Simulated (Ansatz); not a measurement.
`C[SiH2][Se][SiH]([GaH2])[TeH]`, relaxed with RKS PBE0-D4/def2-TZVP in the Gaussian-basis code of Ansatz from a GFN2-xTB geometry. The force threshold is 0.005 eV/Å; the program also tests the step.

Charge 0, multiplicity 1. Te takes the def2 core potential.

Start:

```xyz
15

C    -0.861   -0.655    1.738
Si    0.671    0.467    1.849
Se    0.425    2.308    0.544
Si    0.622    1.216   -1.521
Ga    0.391   -1.169   -1.290
Te   -1.249    1.852   -3.071
H    -1.044   -1.004    0.712
H    -0.728   -1.536    2.360
H    -1.757   -0.138    2.069
H     1.868   -0.241    1.367
H     0.823    0.981    3.202
H     1.863    1.804   -2.053
H    -0.860   -1.885   -1.998
H     1.298   -2.244   -0.532
H    -1.462    0.243   -3.377
```

(1) By how much does the energy fall, and how many steps does the optimiser take? (Best estimate.)

(2) Which bonds change most? (Best estimate.)

(3) Give the relaxed structure. (Estimate.)

## Answers

(1) Ansatz gave: 43.59 kJ/mol, in 58 steps, 5 of them rejected.

(2) Computed: Ga5–Te6 from 3.872 to 2.929 Å; Si4–Te6 from 2.512 to 2.624 Å; Se3–Si4 from 2.345 to 2.263 Å; Ga5–H13 from 1.606 to 1.561 Å.

(3) Ansatz gave: 
```xyz
15

C    -1.222   -0.367    1.659
Si    0.437    0.448    1.886
Se    0.729    2.249    0.496
Si    1.100    1.046   -1.385
Ga    0.902   -1.272   -1.843
Te   -1.062    0.667   -2.821
H    -1.294   -0.834    0.675
H    -1.358   -1.147    2.413
H    -2.028    0.362    1.764
H     1.544   -0.515    1.657
H     0.559    1.033    3.246
H     1.867    1.917   -2.315
H     0.096   -2.180   -0.862
H     1.674   -1.751   -3.114
H    -1.943    0.345   -1.455
```
